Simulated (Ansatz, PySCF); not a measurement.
Reaction (SMILES): F[SiH](F)F [trifluorosilane] → F[Si](F)F + H atom (the H-Si bond at the site shown breaks; other sites are not compared here)
Structures are relaxed separately at B3LYP-D3(BJ)/def2-TZVP in Ansatz (an electronic-structure program).
Geometry of the first species:
```
Si
F 1 1.5787
F 1 1.5787 2 108.26
F 1 1.5787 2 108.26 3 -117.16
H 1 1.4565 2 110.65 3 121.42
```
Charge 0, spin multiplicity 1.

Wanted: bond dissociation energy (0 K, with B3LYP-D3(BJ) harmonic zero-point energies from PySCF), in kJ/mol. Cores are frozen in the correlated levels unless marked. UHF or UKS for open shells. No spin-orbit coupling. Non-relativistic unless marked X2C. CBS(X,Y): correlation extrapolated as X^-3; Hartree-Fock from the larger set. [CCSD(T)-MP2]/basis is that difference in the basis named.

```
level                        program  bond dissociation energy (kJ/mol)
--------------------  --------------  ---------------------------------
SVWN5/def2-TZVPD              Ansatz                              422.5
PBE0/def2-TZVPD               Ansatz                              390.1
HSE06-D4/def2-TZVPD   Ansatz + dftd4                              391.1
CAM-B3LYP/def2-TZVPD          Ansatz                              407.3
```

Question: Estimate the value at RI-MP2/CBS(cc-pV(T+d)Z,cc-pV(Q+d)Z)+[CCSD(T)-MP2]/cc-pV(T+d)Z as computed with Ansatz.

Answer: 420.8 kJ/mol
